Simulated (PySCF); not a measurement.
Worked example: oscillator strength and radiative lifetime

Ga(H)2(NH2) (GaH₄N), SMILES [NH2][GaH2].

Geometry: B3LYP-D3(BJ)/def2-TZVP.

TDDFT-B3LYP/def2-TZVPD (PySCF 2.14.0) puts the first singlet state with f over 0.02 at 5.63 eV (vertical), with the transition dipole (0.000, 0.000, 0.844) in atomic units.

**Question.** Find the oscillator strength, the wavelength and the radiative lifetime that this transition would have in vacuum if emission retraced absorption.

**Answer.** 
|μ|² = 0.7123 au, so |μ| = 2.15 D. ΔE = 5.63/27.211 = 0.2069 hartree. f = (2/3) ΔE |μ|² = 0.098 (the program prints 0.098).
λ = 1239.84/5.63 = 220 nm; ν = 45409 cm⁻¹.
Einstein's coefficient A = 0.6670 ν² f s⁻¹ (ν in cm⁻¹) = 1.4e8 s⁻¹, so τ = 1/A = 7.4 ns. This state is S1. The figure is the radiative limit of this one transition; relaxation, internal conversion, crossing to triplets and a medium change what is measured.
